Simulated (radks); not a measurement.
Species: Yb. Configuration: [Xe] 4f14 6s2.

Method: scalar-relativistic Kohn-Sham, LDA (Slater exchange, VWN5 correlation), spin-polarised, spherical densities, finite nucleus; Fermi nuclear charge, rms radius 5.3108 fm; hard spherical wall at 7 bohr; computed with a radial shooting solver on a logarithmic mesh with Libxc functionals.

Energy parts (eV):
part                      energy
total                 -382306.77
kinetic                416416.69
electron-nucleus      -941290.34
Hartree                150300.28
exchange-correlation    -7733.40

Orbitals (lengths in bohr, moments of r in powers of bohr; <r^-3> diverges for s and p1/2; r(90%) holds 90 % of the orbital's charge):
orbital	occ.	eigenvalue (eV)	<r^2>	<r>	r(90%)	<r^-3>
1s	2	-61172.24	0.0005307	0.01968	0.0357	-
2s	2	-10364.98	0.008222	0.08340	0.129	-
2p	6	-9140.619	0.006718	0.07417	0.121	15960
3s	2	-2334.924	0.05380	0.2170	0.318	-
3p	6	-1965.696	0.05427	0.2164	0.324	3480
3d	10	-1514.698	0.04513	0.1962	0.305	457.8
4s	2	-457.8893	0.2692	0.4882	0.702	-
4p	6	-336.5838	0.3061	0.5185	0.755	792.4
4d	10	-176.7545	0.3648	0.5603	0.843	87.66
5s	2	-54.0306	1.647	1.208	1.75	-
5p	6	-26.5542	2.422	1.454	2.16	95.19
6s	2	-3.0396	13.29	3.477	4.93	-
4f	14	-2.2134	0.8857	0.7917	1.39	12.30
5d	0	0.3390	9.663	2.868	4.57	2.433
6p	0	0.9926	17.20	3.988	5.40	9.856
7s	0	9.1146	20.23	4.206	5.95	-

The highest occupied level is 4f at -2.213 eV. The electron density at the nucleus is 1.081e+06 e/bohr^3 (large components only).
